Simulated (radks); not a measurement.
Spherical quantum dot in the effective-mass picture: electrons in a well V = -V0 / (1 + exp((r - R)/a)) with V0 = 4.77, R = 8.57, a = 0.7, all in effective atomic units (hartree* = m*/eps^2 hartree, bohr* = eps/m* bohr), one dielectric constant everywhere. Calculated with a radial shooting solver with Libxc functionals: non-relativistic Kohn-Sham, LDA (Slater exchange, Perdew-Wang correlation), spin-polarised, spherical densities. Levels are named by radial order and angular momentum (1s, 1p, 1d, 2s, ...), and open shells are averaged over m. Results are scaled to m* = 0.5 and eps = 13.4, for which hartree* = 75.77 meV and bohr* = 1.418 nm.

N = 25, configuration 1s2 1p6 1d10 1f(up 7, down 0). This is the lowest configuration that the search found. Occupied and some empty levels:

level    occupation  eigenvalue (meV)  <r> (nm)
1s up             1           -63.750     8.235
1s down           1           -61.585     8.179
1p up             3           -61.197     8.388
1p down           3           -58.976     8.355
1d up             5           -56.460     8.570
1d down           5           -54.188     8.554
1f up             7           -49.796     8.754
1f down           0           -47.489     8.749
1g up             0           -41.390     8.931
1g down           0           -39.068     8.934
2s up             0           -37.411     5.656
2s down           0           -36.620     5.595
2p up             0           -29.761     6.571
2p down           0           -28.688     6.526
2d up             0           -20.077     7.185
2d down           0           -18.796     7.151

Energy (meV): total -4904.08, kinetic 424.07, external -8551.4, Hartree 3643.9, exchange-correlation -420.61.

Electron density:

r (nm)  n(r) (e/nm^3)
0.346      0.00004401
1.22       0.00006316
2.09        0.0001194
2.96        0.0002559
3.83        0.0005617
4.70         0.001190
5.57         0.002339
6.44         0.004125
7.31         0.006247
8.18         0.007626
9.05         0.006853
9.92         0.004036
10.8         0.001380
11.7        0.0002539
12.5       0.00002590
13.4        1.716e-06
14.3        8.808e-08
15.1        4.301e-09
